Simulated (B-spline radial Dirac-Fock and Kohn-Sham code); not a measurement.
**K-line shifts caused by a second vacancy in Te³⁺**

System: Te³⁺, configuration [Kr] 4d10 5s2 5p1, inside a Watson sphere of charge -3 and radius 3 Å (a model of the Madelung potential; inside it an electron's potential energy is raised by 14.4 eV).

Input file task.json (cfg lists n, l and occupation; rrms is the nuclear radius in fm):

```json
{"items": [{
  "Z": 52,
  "q": 3,
  "cfg": [[1, 0, 2], [2, 0, 2], [2, 1, 6], [3, 0, 2], [3, 1, 6], [3, 2, 10], [4, 0, 2], [4, 1, 6], [4, 2, 10], [5, 0, 2], [5, 1, 1]],
  "A": 130,
  "rrms": 4.7423,
  "watson": [-3, 3.0],
  "do": ["binding", "quiet", "double"]
}]}
```

Command: `python xray_run.py task.json out`

Method: multi-electron Dirac-Fock with separately optimised hole states, Breit and Lamb-shift corrections added in first order. Computed with an atomic code on a B-spline grid. Each two-hole energy is an average over J within one jj subconfiguration, not an observable level; in light atoms, where LS coupling holds, the j-resolved values are not observed lines, and for a K spectator the Kα1 hypersatellite is nearly forbidden. Correlation energy is missing from these numbers.

Lines without a spectator: Kα2 (K-L2) 27199.6 eV, Kα1 (K-L3) 27470.5 eV, Kβ3 (K-M2) 30940.1 eV, Kβ1 (K-M3) 30991.7 eV. Shifts in eV with one spectator hole (a dash: not computed, or left out as unreliable):

```
spectator hole     Kα2     Kα1     Kβ3     Kβ1
        K (1s)  +605.5  +626.6  +773.8  +778.3
    L2 (2p1/2)   +67.7   +85.9       –  +180.1
    L3 (2p3/2)   +64.8   +65.5  +157.4       –
    M2 (3p1/2)       –  +10.25  +22.73  +27.53
    M3 (3p3/2)   +7.36       –  +23.00  +22.49
    M4 (3d3/2)   +1.46   -1.33       –       –
    M5 (3d5/2)   -1.88   +0.21       –       –
```
